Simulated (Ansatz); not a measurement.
Molecule: C2H8ClSi2, net charge 0, doublet state. It need not be the lowest isomer of its formula. 
Structure (B3LYP-D3(BJ)/def2-TZVP (Ansatz, a quantum-chemistry and plane-wave program) minimum search):
SMILES: C[SiH](C)[SiH]Cl
```xyz
13

C     -0.0735    -2.3090     0.4357
Si     0.6812    -0.9812    -0.6612
C      2.3147    -0.3750     0.0351
Si    -0.7712     0.8595    -0.8248
Cl    -1.0706     1.6026     1.1084
H      0.6142    -3.1518     0.5418
H     -0.2794    -1.9086     1.4299
H     -1.0099    -2.6834     0.0199
H      0.8676    -1.5032    -2.0412
H      2.7778     0.3610    -0.6236
H      2.1630     0.0920     1.0101
H      3.0116    -1.2064     0.1615
H     -2.1304     0.5641    -1.3610
```
Charge 0, spin multiplicity 2.

Atomisation energy built up term by term with Ansatz (kcal/mol; UHF references for open shells; valence terms freeze the core; atomic spin-orbit terms are left out). CBS(X,Y): correlation extrapolated as X^-3; Hartree-Fock from the larger set.

```
term                                            basis  kcal/mol
-----------------------  ----------------------------  --------
Hartree-Fock                              cc-pV(Q+d)Z    817.08
CCSD correlation         CBS(cc-pV(T+d)Z,cc-pV(Q+d)Z)         …
(T)                      CBS(cc-pV(T+d)Z,cc-pV(Q+d)Z)         …
core correlation                            cc-pwCVTZ      2.36
scalar relativity (X2C)    cc-pVTZ-DK against cc-pVTZ     -1.76
sum: De                                                       …
```

Task: Some entries are withheld; supply them.

Result: 
- CCSD correlation, kcal/mol: 236.34
- (T), kcal/mol: 13.90
- sum: De, kcal/mol: 1067.9
